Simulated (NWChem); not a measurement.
Extrapolating the CCSD correlation energy of HAl

```
Al
H 1 1.6842
```
Charge 0, spin multiplicity 1.

Program: NWChem. All single points use one geometry, from PBE/def2-SVP, a minimum by its harmonic frequencies.

The correlated methods keep 5 core orbitals frozen. The structure started from a generated list of species. Coupled-cluster values serve here as a point of comparison, not as the truth.

Worked example. The CCSD correlation energy is -82.46 mHa in cc-pVTZ and -84.75 mHa in cc-pVQZ. The form E(X) = E∞ + A/X³ turns the pair into an estimate of the basis-set limit.

E∞ = (4³·(-84.75) − 3³·(-82.46))/(4³ − 3³) = -86.4 mHa. The larger basis holds 98 % of that. This is a two-point estimate.
